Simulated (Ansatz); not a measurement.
Consider the ligand exchange at a B–O bond: `COB(O)Cl` + H₂S → `COB(S)Cl` + H₂O.

Calculated with Ansatz (gas phase, PBE0-D4/def2-TZVP geometries, no zero-point term in ΔE). CCSD(T)/CBS is frozen-core, at the limit of the def2 triple- and quadruple-zeta sets. Functionals use def2-TZVPP. B3LYP here is the variant with VWN-RPA as its local correlation; programs differ in this. Each species was taken in one conformer, which may not be the lowest.

`COB(O)Cl`:

Cartesian coordinates in Å:
```
C 0.726 -0.529 -1.029
O -0.390 -0.397 -0.170
B -0.458 0.506 0.832
O -1.557 0.579 1.616
Cl 0.867 1.629 1.172
H 0.498 -1.328 -1.734
H 1.625 -0.789 -0.466
H 0.910 0.397 -1.578
H -2.221 -0.067 1.357
```

H₂S:

```xyz
3

S    -0.120   -0.392    0.464
H     0.929    0.381    0.149
H    -0.810    0.011   -0.613
```

`COB(S)Cl`:

Z-matrix (Å, degrees):
```
C
O 1 1.418
H 1 1.092 2 110.8
H 1 1.092 2 110.8 3 121.1
H 1 1.089 2 107.1 3 -119.4
B 2 1.341 1 123.4 3 -60.2
Cl 6 1.771 2 122.0 1 0.0
S 6 1.805 2 121.0 1 -180.0
H 8 1.344 6 94.9 2 0.0
```

H₂O:

```xyz
3

O    -0.193    0.222    0.255
H    -0.507   -0.572   -0.185
H     0.700    0.350   -0.070
```

```tsv
level	ΔE (kcal/mol)
B3LYP-D4	14.8
ωB97M-V	15.2
B2PLYP	15.3
PBE	13.1
r2SCAN	14.5
MP2/def2-QZVPP	12.6
HF/CBS(def2)	19.6
CCSD/CBS(def2)	15.0
```

(1) What does CCSD(T)/CBS give? (Best estimate.)

Largest T1 diagnostic among the species: 0.012.

## Answers

(1) The calculation gave: +13.8 kcal/mol. The listed levels differ from it by 1.0, 1.4, 1.5, -0.7, 0.7, -1.2, 5.8, 1.2 kcal/mol.

In def2-TZVPP, CCSD(T) changes the Hartree–Fock value by −4.8 kcal/mol (the triples alone add −1.0 kcal/mol) and MP2 by −6.3 kcal/mol. From PBE to PBE0 (25 % exact exchange), in def2-TZVPP and without D4, ΔE moves by +0.9 kcal/mol. The D4 term adds −1.3 kcal/mol with B3LYP and −0.7 kcal/mol with PBE0; it sums over pairs of atoms, weighted by their polarisabilities, and B3LYP, whose exchange is more repulsive, gets the larger term.
